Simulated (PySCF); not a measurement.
SMILES F[SiH](S[SiH3])F (H₄F₂SSi₂), PBE0/def2-SVP optimised geometry.

```
9

Si    -1.45     0.36     3.03
S     -1.36    -1.37     1.73
Si    -0.57    -0.45     0.00
F     -1.00     1.11     0.00
F      1.04    -0.45     0.00
H     -0.16     1.11     3.00
H     -2.58     1.25     2.65
H     -1.68    -0.22     4.39
H     -1.04    -1.11    -1.23
```

Density from PBE0/def2-TZVP in PySCF 2.14.0 at that geometry.

Minimum of the electron density along straight lines between bonded atoms, close to the bond critical point (lines longer than 1.1 times the sum of covalent radii, or with two minima, are not listed):

```json
[
 {"bond": "Si1–S2", "length / Å": "2.173", "ρ at the minimum / e bohr⁻³": "0.091", "∇²ρ there / e bohr⁻⁵": "0.09", "position (fraction from the first atom)": "0.36"},
 {"bond": "S2–Si3", "length / Å": "2.108", "ρ at the minimum / e bohr⁻³": "0.107", "∇²ρ there / e bohr⁻⁵": "0.10", "position (fraction from the first atom)": "0.64"},
 {"bond": "Si3–F4", "length / Å": "1.617", "ρ at the minimum / e bohr⁻³": "0.134", "∇²ρ there / e bohr⁻⁵": "0.91", "position (fraction from the first atom)": "0.42"},
 {"bond": "Si3–F5", "length / Å": "1.611", "ρ at the minimum / e bohr⁻³": "0.136", "∇²ρ there / e bohr⁻⁵": "0.94", "position (fraction from the first atom)": "0.42"},
 {"bond": "Si1–H6", "length / Å": "1.489", "ρ at the minimum / e bohr⁻³": "0.122", "∇²ρ there / e bohr⁻⁵": "0.15", "position (fraction from the first atom)": "0.49"},
 {"bond": "Si1–H7", "length / Å": "1.488", "ρ at the minimum / e bohr⁻³": "0.122", "∇²ρ there / e bohr⁻⁵": "0.14", "position (fraction from the first atom)": "0.49"},
 {"bond": "Si1–H8", "length / Å": "1.488", "ρ at the minimum / e bohr⁻³": "0.122", "∇²ρ there / e bohr⁻⁵": "0.16", "position (fraction from the first atom)": "0.49"},
 {"bond": "Si3–H9", "length / Å": "1.475", "ρ at the minimum / e bohr⁻³": "0.130", "∇²ρ there / e bohr⁻⁵": "0.13", "position (fraction from the first atom)": "0.49"}
]
```
